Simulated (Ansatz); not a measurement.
Species: C2HClF2, charge 0, multiplicity 1. 
Geometry from a B3LYP-D3(BJ)/def2-TZVP (Ansatz, a quantum-chemistry and plane-wave program) optimisation:
SMILES: FC(F)=CCl
```xyz
6

C      0.4934    -0.5969     0.0116
C     -0.7993    -0.3316     0.0744
F     -1.7238    -1.2674     0.2000
F     -1.3440     0.8633     0.0232
Cl     1.6824     0.6366    -0.1521
H      0.8441    -1.6141     0.0623
```
Charge 0, spin multiplicity 1.

Parts of the frozen-core correlation energy in cc-pV(Q+d)Z (Ansatz, hartree). Frozen orbitals: 9; correlated occupied orbitals by spin: 15 and 15; virtual: 290 and 290. No spin-orbit coupling. No relativistic terms.

```json
[
 {"term": "reference (HF)", "value": "-734.80156"},
 {"term": "MP2 opposite-spin", "value": "-0.81215"},
 {"term": "MP2 same-spin", "value": "?"},
 {"term": "CCSD correlation", "value": "?"},
 {"term": "(T)", "value": "?"},
 {"term": "T1 diagnostic", "value": "0.012"},
 {"term": "largest doubles amplitude", "value": "0.086"}
]
```

**Question.** Complete the blanks.

**Answer.** 
- MP2 same-spin, value: -0.27081
- CCSD correlation, value: -1.09739
- (T), value: -0.04613
